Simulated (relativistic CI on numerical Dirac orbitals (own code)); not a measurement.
Line list: Forbidden lines, V3+

These numbers are calculated, not measured: Dirac-Coulomb-Breit CI, orbitals from a KLI potential per configuration, model QED (radiative potential, 1s self-energy scaled to tabulated hydrogen-like ionisation energies), valence Slater integrals scaled by 0.85, P86 correlation energy added to each configuration (own radial code, finite nucleus).

CI space (outside the closed core [Ne]): 3s²3p⁶3d², 3s²3p⁶3d4s, 3s²3p⁶3d4p, 3s²3p⁵3d³, 3s²3p⁶3d4d, 3s²3p⁶3d5s, 3s²3p⁶4s², 3s²3p⁶3d5p, 3s²3p⁶3d4f, 3s²3p⁶4s4p, 3s²3p⁶3d5d, 3s²3p⁶3d6s, 3s²3p⁶3d6p, 3s²3p⁶3d5f, 3s²3p⁶3d5g, 3s²3p⁶3d6d, 3s²3p⁶4p², 3s²3p⁶4s4d, 3s3p⁶3d³, 3s²3p⁶4p4d. Double excitations out of closed p, d and f shells are left out; levels of such configurations are missing from the list, as are those of other unlisted configurations, and high levels can miss mixing partners.

```
λ vac (nm)              Lower              Upper  Type   A (s⁻¹)  E lower (cm⁻¹)  E upper (cm⁻¹)
    562.91  3s²3p⁶3d² ³F3 [2]  3s²3p⁶3d² ¹G4 [8]    M1  1.50e-02           299.6         18064.4
    575.17  3s²3p⁶3d² ³F4 [3]  3s²3p⁶3d² ¹G4 [8]    M1  2.39e-02           678.3         18064.4
    748.42  3s²3p⁶3d² ³F2 [1]  3s²3p⁶3d² ³P2 [7]    E2  1.57e-03             0.0         13361.4
    760.02  3s²3p⁶3d² ³F2 [1]  3s²3p⁶3d² ³P1 [6]    E2  1.75e-02             0.0         13157.5
    765.59  3s²3p⁶3d² ³F3 [2]  3s²3p⁶3d² ³P2 [7]    E2  1.00e-02           299.6         13361.4
    777.74  3s²3p⁶3d² ³F3 [2]  3s²3p⁶3d² ³P1 [6]    E2  3.12e-02           299.6         13157.5
    788.45  3s²3p⁶3d² ³F4 [3]  3s²3p⁶3d² ³P2 [7]    E2  3.31e-02           678.3         13361.4
    894.63  3s²3p⁶3d² ³F2 [1]  3s²3p⁶3d² ¹D2 [4]    M1  1.87e-02             0.0         11177.8
    919.27  3s²3p⁶3d² ³F3 [2]  3s²3p⁶3d² ¹D2 [4]    M1  3.47e-02           299.6         11177.8
```

Terms are leading LS components. Brackets give the number of a level in order of energy, since labels repeat. The list gives strong lines, with weight on those to low levels, among the lowest 266 of 345 levels, so that lines to higher ones, which can be the strongest, are missing, and without lines across small gaps between configurations, and without 22 lines that miss the measured interval by over 3.5 %, start from a term whose rates miss tabulated ones by over 60 %, have gauges far apart or, lacking measured levels, span too small a gap for the errors found; lines with a level outside our table were not tested and can miss by more. Levels whose partners in the same complex of configurations lie outside the list can be far off, and so can their lines. Rates are taken at the computed energies, electric ones in the length gauge.

Correlation outside the listed configurations is missing or only estimated: errors of thousands of cm⁻¹ between configurations and terms are usual at this charge. Rates and lifetimes follow the computed energies and can be off by large factors. The fine structure of a lone outer electron comes out too small, for d and f at times inverted, and misplaced configurations move strength between like terms. 62 of the 66 excited levels that our extract of the measured tables holds in this range could be paired (the sources list more); they are missed by 1811 cm⁻¹ on average and 3840 at most, and levels without a partner can miss by more. Some levels of the ground configuration have no partner and can miss by 10 % or more.
